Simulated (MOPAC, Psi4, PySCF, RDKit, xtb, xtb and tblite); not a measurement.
Two geometries of C4H8O, SMILES OCCC=C, relaxed at GFN2-xTB with one dihedral held; other torsions can differ between them too.

Structure A

```
13

C      2.1896     0.1677     0.2337
C      1.0225     0.6500    -0.1493
C     -0.1537    -0.1857    -0.5371
C     -1.3555     0.0810     0.3812
O     -2.5616    -0.4193    -0.1427
H      3.0114     0.8081     0.5045
H      2.3761    -0.8927     0.2855
H      0.8604     1.7190    -0.1926
H      0.1081    -1.2463    -0.5101
H     -0.4544     0.0704    -1.5577
H     -1.5132     1.1578     0.4822
H     -1.1597    -0.3346     1.3800
H     -2.4758    -1.3712    -0.2671
```

Structure B

```
13

C      1.3549     1.9157     0.0296
C      0.8821     0.6953     0.1954
C     -0.3014     0.1442    -0.5366
C     -1.4388    -0.2196     0.4407
O     -1.4636     0.5828     1.5952
H      2.2040     2.2787     0.5828
H      0.9191     2.6041    -0.6775
H      1.3319     0.0256     0.9159
H     -0.0182    -0.7508    -1.0934
H     -0.6573     0.8910    -1.2516
H     -1.2981    -1.2362     0.8176
H     -2.4039    -0.1786    -0.0847
H     -1.4849     1.5092     1.3291
```

Question: Which is lower in energy at the level DF-MP2 (frozen core)/cc-pVTZ // GFN2-xTB run with Psi4, and by how much?

Answer: A is lower, by 6.83 kJ/mol (dihedral C2–C3–C4–O5: 165° in A, 30° in B).

E(B) − E(A) in kJ/mol at the other levels, on the same two geometries: GFN2-xTB (xtb and tblite) 5.66; MMFF94 // GFN2-xTB (RDKit) 8.72; PBE/def2-TZVP // GFN2-xTB (Psi4) 8.00; PBE-D3(BJ)/def2-TZVP // GFN2-xTB (Psi4) 7.05; HF/cc-pVTZ // GFN2-xTB (Psi4) 10.77; UFF // GFN2-xTB (RDKit) 10.74; PM3, restricted, heats of formation // GFN2-xTB (MOPAC) 7.13; PM7, restricted, heats of formation // GFN2-xTB (MOPAC) 3.78; GFN1-xTB // GFN2-xTB (xtb) 5.02; restricted B3LYP/6-31G*, spherical d // GFN2-xTB (PySCF) 7.08; restricted Hartree-Fock/LANL2DZ // GFN2-xTB (PySCF) 10.98; restricted B3LYP/LANL2DZ // GFN2-xTB (PySCF) 9.44.
